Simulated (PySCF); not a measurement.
A GIAO shielding run with PySCF 2.14.0 with density-fitted response routines (density fitting, non-relativistic, gas phase) on `FC(F)=C(F)[C@@H]1CCN[SiH2]1`, C5H8F3NSi:

```
$ OMP_NUM_THREADS=1 python probes_run.py task.json out

{"job": {"kind": "nmr", "xc": "PBE0", "basis": "pcSseg-1"}, "charge": 0, "multiplicity": 1}
F      2.977666    -1.109377     1.271285
C      2.913240    -0.167203     0.355215
F      4.101499     0.255982     0.002734
C      1.762878     0.298380    -0.132614
F      1.825823     1.252639    -1.071209
C      0.405255    -0.148017     0.243926
C     -0.402074    -0.710062    -0.945525
C     -1.881529    -0.732204    -0.572363
N     -2.154542     0.510435     0.126566
Si    -0.778795     1.190562     0.928317
H      0.498129    -0.911995     1.032837
H     -0.041086    -1.708820    -1.238348
H     -0.258903    -0.040169    -1.808755
H     -2.098219    -1.626496     0.048651
H     -2.498609    -0.822856    -1.483011
H     -3.124976     0.722089     0.315734
H     -0.442705     2.587473     0.515802
H     -0.829099     1.171815     2.426595
```

Hardware: 1 thread of an Intel Xeon 6975P-C, shared host. The job also computes population analyses, field gradients, ring-centre shieldings.

Task: How large is the calculation?

Result: 86 electrons, 217 basis functions and 1143 auxiliary functions.

Task: How long does it take, and how much memory does it need?

Result: 33 s of wall time, with 14 SCF cycles and 5 response iterations; peak memory 0.94 GiB. Times on a shared host scatter by some tens of per cent.
